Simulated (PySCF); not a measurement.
Input for PySCF: R-MP2/6-31G* on C2H2 (SMILES C#C) with ghost functions.

```python
from pyscf import gto, scf, dft, mp
from pyscf.data.elements import chemcore

mol = gto.M(
    atom='''
    C     0.44855402    0.04749817   -0.63770742
    C    -0.22974511   -0.02318858    0.34725695
    H     1.04223418    0.10927091   -1.51685729
    H    -0.81984812   -0.08466592    1.23547585
    ghost-C    0.31994435    0.05486482    3.72837051
    ghost-O   -0.84705071   -0.07755054    3.47485930
    ghost-H    1.08331487    0.13731841    2.93258902
    ghost-H    0.68544865    0.10057601    4.77070893
    ''',
    basis='6-31g*',
    cart=True,
    charge=0, spin=0, verbose=3, max_memory=1800)
mf = scf.RHF(mol)
mf.conv_tol = 1e-8
mf.max_cycle = 100
mf.kernel()
if not mf.converged:
    mf = mf.newton().run(mf.mo_coeff, mf.mo_occ)
pt = mp.MP2(mf, frozen=chemcore(mol)).run()
```

Question: What total energy does the run end on?

Answer: -77.0667 hartree.
